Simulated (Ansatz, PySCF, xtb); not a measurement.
Gas-phase reaction in SMILES: CO[Si](F)(F)F [trifluoro(methoxy)silane] + 5 [H][H] (H2) → C (CH4) + 3 F (HF) + O (H2O) + [SiH4] (SiH4)
Structures are relaxed separately at B3LYP-D3(BJ)/def2-TZVP in Ansatz (a program for electronic structure), one conformer each, not searched for the lowest. Frequencies are from Ansatz or PySCF.

Property: energy of full hydrogenation (enthalpy at 298 K, with B3LYP-D3(BJ) rigid-rotor harmonic-oscillator terms), in kcal/mol. Valence correlation only, unless marked. Spin-orbit coupling is left out. Non-relativistic unless marked X2C. CBS(X,Y): correlation extrapolated as X^-3; Hartree-Fock from the larger set. The bracket is a focal-point correction in the basis named.

```csv
level,program,energy of full hydrogenation (kcal/mol),minus last row
GFN1-xTB,xtb,94.7,-0.7
HF/6-31G*,Ansatz,110.1,14.7
HF/cc-pV(D+d)Z,Ansatz,72.1,-23.3
SVWN5/def2-TZVPD,Ansatz,89.2,-6.2
PBE/def2-TZVPD,Ansatz,84.2,-11.2
PBE-D4/def2-TZVPD,Ansatz + dftd4,86.7,-8.7
B97M-V/def2-TZVPD,Ansatz,97.1,1.7
PBE0-D3(BJ)/def2-TZVPD,Ansatz + dftd3,86.8,-8.6
wB97X/def2-TZVPD,Ansatz,90.2,-5.2
B2GP-PLYP/def2-TZVPD,Ansatz,98.2,2.8
RI-MP2/aug-cc-pV(T+d)Z,Ansatz,96.5,1.1
SCS-MP2/STO-3G,Ansatz,71.2,-24.2
SCS-MP2/cc-pV(T+d)Z,Ansatz,100.8,5.4
CCSD/6-31G,Ansatz,76.4,-19.0
CCSD/cc-pV(T+d)Z,Ansatz,95.1,-0.3
CCSD(T)/STO-3G,Ansatz,74.3,-21.1
CCSD(T)/aug-cc-pV(D+d)Z,Ansatz,69.3,-26.1
CCSD(T)/cc-pV(D+d)Z,Ansatz,77.9,-17.5
X2C-CCSD(T)/cc-pVTZ-DK,Ansatz,91.4,-4.0
CCSD(T) with core electrons (1s frozen past Ne)/cc-pwCVTZ,Ansatz,99.9,4.5
"RI-MP2/CBS(cc-pV(T+d)Z,cc-pV(Q+d)Z)+[CCSD(T)-MP2]/cc-pV(T+d)Z",Ansatz,95.4,0.0
```
